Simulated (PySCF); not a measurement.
Compound: C8H9N.
SMILES: `C=C/C=C(/C#N)C(=C)C`

The closed-shell SCF was solved with PySCF and density fitting under several settings on one GFN2-xTB geometry (grid level 2 and gas phase unless stated).

```csv
settings,basis functions,SCF cycles,E (Eh),HOMO (eV),LUMO (eV),dipole (D)
PBE0/pcSseg-1,198,15,-364.4586,-7.00,-2.15,4.31
PBE0/def2-SVPD,252,15,-364.2528,-7.02,-2.18,4.33
PBE0/pcseg-1,171,14,-364.4289,-7.02,-2.17,4.33
"B97-D/6-311G**, grid level 3",216,17,-364.7557,-5.88,-2.77,4.12
```

**Question.** Estimate the row for these settings: PBE0/def2-SVP, start guess huckel, level shift 0.3 Eh.

**Answer.** 
```
                                             settings  basis functions  SCF cycles     E (Eh)  HOMO (eV)  LUMO (eV)  dipole (D)
PBE0/def2-SVP, start guess huckel, level shift 0.3 Eh              171          22  -364.2366      -6.91      -2.04        4.10
```

**Question.** Over all rows, what range does the HOMO–LUMO gap span?

**Answer.** From 3.11 eV (B97-D/6-311G**, grid level 3) to 4.87 eV (PBE0/def2-SVP, start guess huckel, level shift 0.3 Eh). The functional of the narrowest has no exact exchange, that of the widest 25 % exact exchange.

**Question.** And the dipole moment?

**Answer.** From 4.10 D to 4.33 D; the largest is 1.06 times the smallest, and the median is 4.31 D.

**Question.** Compare two rows with the functional PBE0: PBE0/def2-SVP, start guess huckel, level shift 0.3 Eh and PBE0/def2-SVPD. Which energy is lower, and by how much?

**Answer.** PBE0/def2-SVPD (252 functions) lies 0.0162 Eh or 10.2 kcal/mol below PBE0/def2-SVP, start guess huckel, level shift 0.3 Eh (171 functions).

Whole jobs, the steps after the SCF included, on an Arm Neoverse N1 with one thread, on a shared host:

```tsv
settings	work after the SCF	wall time	peak memory
PBE0/pcSseg-1	shieldings, charges and field gradients	58 s	0.87 GiB
PBE0/def2-SVPD	6 singlets by full TDDFT, 2 Tamm–Dancoff triplets, polarisability	86 s	1.1 GiB
PBE0/pcseg-1	shieldings	36 s	0.88 GiB
B97-D/6-311G**, grid level 3	shieldings, charges and field gradients	1.7 min	0.76 GiB
PBE0/def2-SVP, start guess huckel, level shift 0.3 Eh	spin–spin couplings from 9 perturbed nuclei, spin–dipole term left out	67 s	0.90 GiB
```

B97-D ran without the empirical dispersion term, which would shift the total energy alone. Cycle counts include a coarse-grid stage where the run had one. All basis functions are spherical, in the Pople sets too.

The values belong to the conformer `[CH2:1]=[CH:2]/[CH:3]=[C:4](/[C:5]#[N:6])[C:7](=[CH2:8])[CH3:9]`: C1–C2–C3–C4 -174°, C3–C4–C7–C8 48°.
